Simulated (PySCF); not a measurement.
B3LYP has the VWN-RPA correlation part, as in Gaussian. 

# CSe$_{2}$, SMILES `[Se]=C=[Se]` (charge 0, multiplicity 1)

Method: PySCF 2.14.0 with B3LYP-D3(BJ)/def2-TZVP.

| Quantity | Value |
|---|---|
| HOMO | -7.06 eV |
| dipole moment | 0.00 D |
| LUMO | -2.44 eV |
| HOMO–LUMO gap | 4.62 eV |
| S1 excitation (TDA) | 3.27 eV |
| S1 oscillator strength | 0.000 |
| T1 excitation (TDA) | 2.73 eV |
| S1–T1 gap (TDA) | 0.55 eV |
| vertical ionisation energy (Delta-SCF) | 9.34 eV |
| adiabatic ionisation energy (no zero-point term) | 9.34 eV |
| hole reorganisation energy (four-point) | 0.000 eV |
| total energy | -131738.15 eV |
| cost | around 120 core-seconds (rough) |

```xyz
3

Se    -1.5135    -0.7662     0.0000
C      0.0000     0.0000     0.0000
Se     1.5135     0.7662     0.0000
```
Charge 0, spin multiplicity 1.
